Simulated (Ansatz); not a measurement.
Consider the redistribution: `CO[SiH](N)O[SiH3]` + `[NH]=[V]([NH2])([NH2])[Cl]` → `CO[SiH](Cl)O[SiH3]` + `[NH]=[V]([NH2])([NH2])[NH2]`.

Isolated molecules relaxed with PBE0-D4/def2-TZVP in Ansatz; ΔE leaves out vibrations. CCSD(T)/CBS adds triple-zeta CCSD(T) − MP2 to the extrapolated MP2 energy (def2 sets, frozen cores). DFT in def2-TZVPP. B3LYP here is the variant with VWN-RPA as its local correlation; programs differ in this. For V outer-core shells are correlated without core-valence functions, which leaves a few kJ/mol of doubt a bond. Scalar relativity is left out up to krypton. One conformer a species, not always the lowest.

`CO[SiH](N)O[SiH3]`:

```xyz
15

C    -0.932    1.829   -0.635
O     0.294    1.195   -0.926
Si    0.547   -0.414   -0.829
N    -0.639   -1.277   -1.692
O     0.423   -0.982    0.698
Si    0.865   -0.678    2.242
H    -0.941    2.803   -1.128
H    -1.043    1.984    0.443
H    -1.784    1.243   -0.994
H     1.938   -0.563   -1.305
H    -0.729   -1.207   -2.691
H    -0.982   -2.155   -1.341
H     0.471   -1.842    3.073
H     0.177    0.540    2.745
H     2.335   -0.477    2.340
```

`[NH]=[V]([NH2])([NH2])[Cl]`:

Z-matrix (Å, degrees):
```
V
N 1 1.823
N 1 1.823 2 113.2
N 1 1.603 2 105.9 3 -115.6
Cl 1 2.193 2 109.7 3 122.9
H 2 1.007 1 126.4 3 115.5
H 2 1.012 1 121.8 3 -57.2
H 3 1.012 1 121.8 2 57.2
H 3 1.007 1 126.4 2 -115.6
H 4 1.012 1 164.1 2 -119.8
```

`CO[SiH](Cl)O[SiH3]`:

Z-matrix (Å, degrees):
```
C
O 1 1.412
H 1 1.094 2 111.0
H 1 1.090 2 107.9 3 119.4
H 1 1.095 2 111.3 3 -121.5
Si 2 1.622 1 126.0 3 60.1
O 6 1.609 2 108.0 1 -173.1
Cl 6 2.054 2 109.1 1 -53.3
H 6 1.473 2 112.7 1 65.8
Si 7 1.645 6 143.5 2 47.7
H 10 1.483 7 109.5 6 -87.3
H 10 1.484 7 110.2 6 33.4
H 10 1.482 7 107.7 6 153.4
```

`[NH]=[V]([NH2])([NH2])[NH2]`:

```xyz
12

N    -1.101   -1.316   -0.554
V    -0.125   -0.111   -0.073
N     0.740    0.484   -1.578
N     1.222   -0.561    1.129
N    -1.190    1.093    0.813
H    -1.443   -2.268   -0.588
H     0.547    0.194   -2.523
H     1.342    1.296   -1.559
H     1.011   -0.759    2.097
H     2.028   -1.095    0.834
H    -2.194    1.056    0.877
H    -0.834    1.986    1.126
```

Task: Is it downhill or uphill in electronic energy at CCSD(T)/CBS, and by how much? (Estimate.)

Result: Ansatz gave: Uphill: ΔE = +53.5 kJ/mol.

Task: What do these levels give: ωB97X-V, ωB97M-V, B3LYP, HF/def2-TZVPP, SCS-MP2/def2-TZVPP, HF/def2-QZVPP? (Best estimate.)

Result: Computed: ωB97X-V 55.4, ωB97M-V 54.8, B3LYP 56.5, HF/def2-TZVPP 54.8, SCS-MP2/def2-TZVPP 79.0, HF/def2-QZVPP 55.3 kJ/mol.

Largest T1 diagnostic among the species: 0.032, so the coupled-cluster value is less sure than usual.
